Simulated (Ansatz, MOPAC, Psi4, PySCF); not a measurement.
System: dimethyl(methylsulfanyl)borane, C₃H₉BS, net charge 0, singlet state. SMILES: CSB(C)C
Geometry from a B3LYP-D3(BJ)/def2-TZVP (Ansatz, an electronic-structure program) optimisation:
```xyz
14

C      1.8124     0.6402    -0.8746
S      0.9797    -0.2174     0.5017
B     -0.7730    -0.1361     0.1361
C     -1.7281    -0.8125     1.1835
C     -1.3237     0.5703    -1.1564
H      1.4941     1.6789    -0.9317
H      2.8818     0.6054    -0.6772
H      1.6081     0.1423    -1.8201
H     -2.4438    -0.0732     1.5602
H     -1.2299    -1.2701     2.0390
H     -2.3319    -1.5812     0.6883
H     -1.0259     1.6232    -1.1924
H     -2.4121     0.5295    -1.2255
H     -0.9140     0.1156    -2.0640
```

Wanted: size of the dipole moment, in D. Set-up: 6-311+G** with 5d, 6d on Na to Ar in Ansatz; LANL2DZ with its own core potentials from Na on; six Cartesian d functions in 6-31G* and its kin unless marked 5d; no dispersion term unless named; PM7 with its own dispersion and hydrogen-bond terms; spin-orbit terms left out; non-relativistic. Ab initio and DFT rows: single points at B3LYP-D3(BJ) geometries (Ansatz). Semi-empirical rows: dipoles at the shared geometry.

| level | program | size of the dipole moment (D) |
|---|---|---|
| PM6 | MOPAC | 1.82 |
| PM7 | MOPAC | 1.61 |
| SVWN5/6-31G* | Ansatz | 1.66 |
| PBE/STO-3G | Ansatz | 1.15 |
| PBE/3-21G | Ansatz | 1.78 |
| PBE/LANL2DZ | Ansatz | 1.90 |
| PBE/def2-SVP | Ansatz | 1.44 |
| PBE/6-311+G** | Ansatz | 1.53 |
| BP86/6-31G* (5d) | PySCF | 1.61 |
| B3LYP/6-31G* | Ansatz | 1.60 |
| B3LYP/cc-pVDZ | Ansatz | 1.42 |
| B3LYP/6-311+G** | Ansatz | 1.54 |
| wB97X-D/6-311+G** | Psi4 | 1.59 |
| B3PW91/6-31G* (5d) | PySCF | 1.64 |

No value to compare with is used here. The 14 habitual levels span 1.15 (PBE/STO-3G) to 1.90 D (PBE/LANL2DZ).

The levels are drawn from those run, B3LYP/6-31G* more often than the rest, none by its result; left out are runs that failed, that the program found above a lower state of the same kind, or whose <S^2> lies over 0.5 above the pure value.
